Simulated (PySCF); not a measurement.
C3H7Al (SMILES C=C[CH2][AlH2]), singlet, geometry from GFN2-xTB (such geometries of metal compounds can be far from the true shape). Base run: PBE/6-31G* (PySCF).

The PySCF input:
```python
from pyscf import gto, scf, dft, solvent

mol = gto.M(
    atom='''
Al    0.784782    0.341326    1.205722
C    -0.366978   -1.002436    0.242608
C    -0.954931   -0.076887   -0.767237
C    -0.305001    0.361392   -1.840788
H    -1.143667   -1.518176    0.815325
H     0.238822   -1.770248   -0.255205
H    -1.955191    0.289384   -0.562299
H     0.683424   -0.001055   -2.079153
H    -0.753277    1.042453   -2.543726
H     1.080396    0.313410    2.728441
H     1.408788    1.514580    0.414731
''',
    basis='6-31g*',
    charge=0,
    spin=0,
    verbose=4,
)

mf = dft.RKS(mol)
mf.xc = 'pbe'
mf.kernel()
```

Variants of this job, named by their change:

| change | ΔE vs base (kJ/mol) | dipole (D) | HOMO-LUMO gap (eV) |
|---|---|---|---|
| base | 0.00 | 0.82 | 3.11 |
| model = C-PCM; solvent = dimethylsulfoxide | -18.17 | 1.10 | 3.39 |
| model = IEF-PCM; solvent = dimethylsulfoxide; lebedev_order = 11 | -17.08 | 1.08 | 3.37 |
| model = IEF-PCM; solvent = dimethylsulfoxide; r_probe = 0.5 | … | 1.00 | … |
| model = IEF-PCM; solvent = dimethylsulfoxide; vdw_scale = 1.4 | … | … | … |
| model = IEF-PCM; solvent = chloroform | -12.37 | 1.00 | 3.30 |
| model = IEF-PCM; solvent = dimethylsulfoxide; vdw_scale = 1.1 | … | … | … |
| model = ddCOSMO; solvent = dimethylsulfoxide | -11.83 | 1.04 | 3.29 |
| model = SS(V)PE; solvent = dimethylsulfoxide | -17.71 | 1.08 | 3.39 |
| model = COSMO; solvent = dimethylsulfoxide | -17.95 | 1.09 | 3.39 |
| model = IEF-PCM; solvent = dimethylsulfoxide; lebedev_order = 41 | -17.96 | 1.10 | 3.39 |

Problem. Fill in the missing entries.

Solution. 
- model = IEF-PCM; solvent = dimethylsulfoxide; r_probe = 0.5, ΔE vs base (kJ/mol): -6.99
- model = IEF-PCM; solvent = dimethylsulfoxide; r_probe = 0.5, HOMO-LUMO gap (eV): 3.21
- model = IEF-PCM; solvent = dimethylsulfoxide; vdw_scale = 1.4, ΔE vs base (kJ/mol): -9.59
- model = IEF-PCM; solvent = dimethylsulfoxide; vdw_scale = 1.4, dipole (D): 1.06
- model = IEF-PCM; solvent = dimethylsulfoxide; vdw_scale = 1.4, HOMO-LUMO gap (eV): 3.23
- model = IEF-PCM; solvent = dimethylsulfoxide; vdw_scale = 1.1, ΔE vs base (kJ/mol): -25.59
- model = IEF-PCM; solvent = dimethylsulfoxide; vdw_scale = 1.1, dipole (D): 1.11
- model = IEF-PCM; solvent = dimethylsulfoxide; vdw_scale = 1.1, HOMO-LUMO gap (eV): 3.52

The base is the gas phase, so ΔE is the electrostatic part of solvation at a fixed geometry, without cavity and dispersion terms.
